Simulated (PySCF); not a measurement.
Atom-mapped SMILES (the numbers label the heavy atoms): `[CH3:1]/[N:2]=[CH:3]\[C@H:4]([F:5])[O:6][C:7]([F:8])([F:9])[F:10]` (H(Xn): hydrogen on atom n).

GIAO PBE0/pcSseg-1 shifts (PySCF 2.14.0 with density-fitted response routines, gas phase, non-relativistic, equivalent atoms averaged), each against references optimised in the same way as the molecule (TMS, NH3, CFCl3, H2O).

On the GFN2-xTB geometry: C3 158.7, C7 130.4, C4 102.8, C1 44.2, N2 405.9, F8/F9/F10 -74.3, F5 -165.5, O6 165.7, H(C3) 7.70, H(C4) 6.53, H(C1) 3.87 ppm.

Task: What changes on the PBE0-D3(BJ)/def2-SVP geometry?

Result: 
```csv
atoms,δ (ppm),change
C3,162.5,+3.8
C7,127.9,-2.5
C4,98.0,-4.8
C1,43.3,-0.9
N2,406.7,+0.8
F8/F9/F10,-72.9,+1.4
F5,-160.8,+4.7
O6,169.5,+3.8
H(C3),7.62,-0.08
H(C4),6.01,-0.52
H(C1),3.61,-0.26
```

Unscaled 19F shifts against computed CFCl3 carry errors that often reach 10 to 50 ppm.

Bonds between heavy atoms that differ most (equivalent bonds averaged): O6–C7 1.331 → 1.350 Å, N2–C3 1.246 → 1.260 Å, C1–N2 1.424 → 1.436 Å, C4–O6 1.413 → 1.402 Å, C3–C4 1.526 → 1.516 Å. Mean change of bonds to hydrogen: C–H +0.010 Å. The two structures also differ in conformation, which adds to the changes.
